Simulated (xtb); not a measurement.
Ge(OH)2 (GeH2O2), SMILES [OH][Ge][OH] (connectivity only; charge and spin as stated), neutral, multiplicity 1. All values are semi-empirical tight-binding results from xtb (GFN2-xTB unless named), good for trends rather than for accurate numbers. The structure is a stationary point at GFN2-xTB. The values are those of a single conformer.

Optimised geometry:

Bonds (Å): Ge1–O2 1.779, Ge1–O4 1.779, O2–H3 0.953, O4–H5 0.953. Angles (°): O2–Ge1–O4 93.3, Ge1–O2–H3 123.5, Ge1–O4–H5 123.5.

For metal compounds this method's bond lengths and energies can be far off.

Question: Estimate the properties. (An estimate is asked for; the answer gives what the named calculation found.)

Answer: 
```
Quantity                                       Value
-------------------------------------  -------------
point group as xtb finds it                      C2v
orbital gap                                  4.94 eV
zero-point energy                      15.0 kcal/mol
G − E(el) at 298.15 K (modified RRHO)  -1.9 kcal/mol
```

Question: Give the atomic charges and the Wiberg bond orders between heavy atoms. (An estimate is asked for; the answer gives what the named calculation found.)

Answer: charges (e) Ge1 0.39, O2 -0.49, H3 0.29, O4 -0.49, H5 0.29. Bond orders Ge1–O2 1.30, Ge1–O4 1.30.
